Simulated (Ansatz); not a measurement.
Cl₄MoO, charge +1, doublet (typed; the unrestricted solution is spin-contaminated), geometry from GFN2-xTB (such geometries of metal compounds can be far from the true shape) (the multiplicity is a formal guess) (core potentials on Mo); HF/def2-SV(P) run with Ansatz (an electronic-structure program).

Ansatz was given this input:
Ansatz 0.2 input:
```yaml
crystal:
  periodic: [false, false, false]
  atoms:
    - {symbol: Mo, position_ang: [0.31530707, -0.14187156, 0.28984759]}
    - {symbol: O, position_ang: [1.50051454, -0.19379654, 1.40725406]}
    - {symbol: Cl, position_ang: [-1.50427441, 0.76554820, -1.37767058]}
    - {symbol: Cl, position_ang: [0.12238282, 2.12483268, 0.23884448]}
    - {symbol: Cl, position_ang: [1.15772406, -1.15019363, -1.39902372]}
    - {symbol: Cl, position_ang: [-1.26095090, -1.29848268, 1.15951857]}
basis:
  gaussian:
    orbitals: def2-SV_P_.json
hamiltonian:
  xc: hf
total_charge: 1
magnetization: {spin_polarized: true, initial_magnetization: 1}
output: {forces: true}
```
The basis file holds def2-SV(P) in the JSON format of the Basis Set Exchange.

What the program printed (banner, timings and long lists left out):

```
Functional definition: HF
1085 factors; integrals over basis functions are off by at most 4.7e-4 eV
mean field evaluation 1: about -53851.1361 eV, gradient 4.9e1 eV
mean field evaluation 2: about -53851.3838 eV, gradient 4.9e1 eV
mean field evaluation 4: about -53861.7874 eV, gradient 5.0e0 eV
mean field evaluation 8: about -53862.1659 eV, gradient 6.8e-1 eV
mean field evaluation 16: about -53862.2182 eV, gradient 9.5e-2 eV
mean field evaluation 32: about -53862.3763 eV, gradient 4.8e-5 eV
mean field evaluation 64: about -53806.7253 eV, gradient 1.1e2 eV
mean field evaluation 96: about -53859.6717 eV, gradient 4.7e-1 eV
mean field evaluation 128: about -53859.7715 eV, gradient 1.6e0 eV
mean field evaluation 160: about -53847.2436 eV, gradient 1.1e1 eV
mean field evaluation 192: about -53861.9694 eV, gradient 6.5e-1 eV
mean field evaluation 224: about -53860.3519 eV, gradient 3.9e0 eV
mean field evaluation 256: about -53862.3612 eV, gradient 1.4e-1 eV
mean field evaluation 288: about -53860.0268 eV, gradient 1.5e1 eV
mean field evaluation 320: about -53861.7055 eV, gradient 1.5e0 eV
mean field evaluation 352: about -53861.8790 eV, gradient 4.0e0 eV
mean field evaluation 384: about -53861.8925 eV, gradient 3.3e0 eV
mean field evaluation 416: about -53860.6805 eV, gradient 5.5e-1 eV
mean field evaluation 448: about -53858.7457 eV, gradient 2.9e0 eV
mean field evaluation 480: about -53859.4552 eV, gradient 4.1e0 eV
mean field evaluation 512: about -53859.6807 eV, gradient 1.7e0 eV
mean field evaluation 544: about -53859.3817 eV, gradient 2.3e0 eV
mean field evaluation 576: about -53859.5091 eV, gradient 1.8e0 eV
mean field evaluation 608: about -53860.3071 eV, gradient 3.9e0 eV
mean field evaluation 640: about -53858.9424 eV, gradient 5.3e0 eV
mean field evaluation 672: about -53859.3491 eV, gradient 2.4e0 eV
mean field evaluation 704: about -53860.0188 eV, gradient 9.4e-1 eV
mean field evaluation 736: about -53862.2173 eV, gradient 9.4e-3 eV
mean field evaluation 768: about -53862.3296 eV, gradient 2.4e-6 eV
mean field evaluation 800: about -53861.0714 eV, gradient 1.0e0 eV
mean field evaluation 832: about -53841.4403 eV, gradient 3.8e1 eV
mean field -53862.37631540 eV, -1979.4058203610 hartree, gradient 8.9e-6 eV, S^2 1.261545; 14 other end points of the search recorded, 0 dependent functions left out
the calculation of the forces begins
reference -53862.37631540 eV, -1979.4058203610 hartree; 45, 44 occupied and 65, 66 virtual orbitals, 1085 factors
Total energy: -53862.37631540 eV, -1979.4058203610 hartree
Atom 0 at     0.315307    -0.141872     0.289848 Å, force    -1.616153     1.679387    -1.430468 eV/Å
Atom 1 at     1.500515    -0.193797     1.407254 Å, force     2.602520    -0.316389     2.441911 eV/Å
Atom 2 at    -1.504274     0.765548    -1.377671 Å, force    -1.384824     0.087175    -1.304068 eV/Å
Atom 3 at     0.122383     2.124833     0.238844 Å, force     0.577220     0.641665     0.582855 eV/Å
Atom 4 at     1.157724    -1.150194    -1.399024 Å, force     1.144237    -0.970286    -1.450070 eV/Å
Atom 5 at    -1.260951    -1.298483     1.159519 Å, force    -1.322999    -1.121552     1.159841 eV/Å
Dipole moment:    -0.080071    -0.164086    -0.085204 e Å
```
